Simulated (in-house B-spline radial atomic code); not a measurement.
# Ionising the neon ion Ne⁺ with different functionals

Computed with a B-spline radial code for spherical atoms: non-relativistic Hamiltonian, point nucleus, spin-polarised at highest spin, spherical fractional occupations for the functionals, the average over the highest-spin determinants for Hartree-Fock. The ionisation energy is the difference of two self-consistent energies, [He] 2s2 2p5 → [He] 2s2 2p4, without Breit or QED terms; ε is the level of the shell that loses the electron (its least bound occupied spin orbital).

Hybrids are left out here: with spherical fractional occupations of an open shell their exact exchange keeps a self-interaction that integer-occupation calculations don't have.

```csv
method,rung,ΔSCF (eV),-ε(2p) (eV)
Hartree-Fock,Hartree-Fock,39.27,41.94
LDA VWN5,LDA,41.59,31.39
LDA PW92,LDA,41.58,31.39
LDA exchange-only,LDA,39.54,29.54
PBE,GGA,41.38,31.19
PBEsol,GGA,41.26,31.09
BLYP,GGA,41.41,31.20
RPBE,GGA,41.29,31.11
PW91,GGA,?,?
BP86,GGA,41.51,31.30
AM05,GGA,41.22,31.07
OLYP,GGA,41.20,31.12
TPSS,meta-GGA,41.38,31.28
SCAN,meta-GGA,?,?
r2SCAN,meta-GGA,41.42,31.54
M06-L,meta-GGA,41.21,31.29
revTPSS,meta-GGA,41.26,31.18
```

Question: What does PW91 give?

Answer: ΔSCF 41.52 eV, and -ε(2p) = 31.32 eV.

Question: What does SCAN give?

Answer: ΔSCF 41.42 eV, and -ε(2p) = 31.54 eV.

Question: How do they compare with the NIST value?

Answer: NIST lists 40.963 eV (measured, ground level to ground level). Errors run from -1.69 to +0.62 eV; OLYP is closest (+0.24 eV), but part of that can be cancellation, since the calculations leave out relativity, Breit-QED terms, multiplet and fine-structure energies. Hartree-Fock also lacks correlation.
